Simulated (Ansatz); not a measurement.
One change: `C#CN(C)[SiH2]F` becomes `C#CNC`.

Ansatz, PBE0-D4/def2-TZVP geometries, multiplicity 1. Each molecule was computed in one conformer, which needn't be the lowest.

```tsv
property	`C#CN(C)[SiH2]F`
HOMO energy (PBE0/def2-TZVPP) / eV	-6.63
HOMO energy (ωB97M-V/def2-TZVPP) / eV	-8.83
HOMO–LUMO gap (PBE0/def2-TZVPP) / eV	7.08
LUMO energy (PBE/def2-TZVPP) / eV	-0.44
HOMO–LUMO gap (PBE/def2-TZVPP) / eV	5.02
HOMO energy (PBE/def2-TZVPP) / eV	-5.46
```

Problem. Give the same properties after the change, and the shifts. (Estimate.)

Solution. Computed: 
```csv
property,`C#CNC`,shift
HOMO energy (PBE0/def2-TZVPP) / eV,-6.23,0.40
HOMO energy (ωB97M-V/def2-TZVPP) / eV,-8.44,0.39
HOMO–LUMO gap (PBE0/def2-TZVPP) / eV,7.07,-0.01
LUMO energy (PBE/def2-TZVPP) / eV,-0.06,0.38
HOMO–LUMO gap (PBE/def2-TZVPP) / eV,4.95,-0.07
HOMO energy (PBE/def2-TZVPP) / eV,-5.01,0.45
```
